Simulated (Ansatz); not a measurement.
Isolated molecules relaxed with PBE0-D4/def2-TZVP in Ansatz; ΔE leaves out vibrations. CCSD(T)/CBS is the MP2 limit (def2-TZVPP, def2-QZVPP) plus CCSD(T) − MP2 in def2-TZVPP, frozen cores. Functionals use def2-TZVPP. B3LYP here is the variant with VWN-RPA as its local correlation; programs differ in this. Each species was taken in one conformer, which may not be the lowest.

Consider the ligand exchange at the Si–C bond: `COC([SiH3])=S` + `[OH][AlH][CH2]F` → `F[CH2][AlH][O][SiH3]` + `COC=S`.

Problem. Is it downhill or uphill in electronic energy at CCSD(T)/CBS, and by how much? (Estimate.)

Solution. The calculation gave: Downhill: ΔE = -28.7 kcal/mol.

Problem. What do these levels give: PBE-D4, PBE0-D4, B3LYP-D4, ωB97X-V, B2PLYP, r2SCAN, HF/def2-TZVPP, CCSD/def2-TZVPP, CCSD(T)/def2-TZVPP, MP2/def2-QZVPP, MP2/CBS(def2), CCSD/CBS(def2)? (Estimate.)

Solution. The calculation gave: PBE-D4 -24.4, PBE0-D4 -27.0, B3LYP-D4 -29.3, ωB97X-V -29.5, B2PLYP -30.4, r2SCAN -28.5, HF/def2-TZVPP -37.9, CCSD/def2-TZVPP -31.0, CCSD(T)/def2-TZVPP -29.4, MP2/def2-QZVPP -29.1, MP2/CBS(def2) -28.7, CCSD/CBS(def2) -30.3 kcal/mol.

Largest T1 diagnostic among the species: 0.017.

From PBE to PBE0 (25 % exact exchange), in def2-TZVPP and without D4, ΔE moves by −2.4 kcal/mol. The D4 term adds +1.4 kcal/mol with B3LYP and +0.7 kcal/mol with PBE0; it sums over pairs of atoms, weighted by their polarisabilities, and B3LYP, whose exchange is more repulsive, gets the larger term. In def2-TZVPP, CCSD(T) changes the Hartree–Fock value by +8.5 kcal/mol (the triples alone add +1.6 kcal/mol) and MP2 by +8.6 kcal/mol.
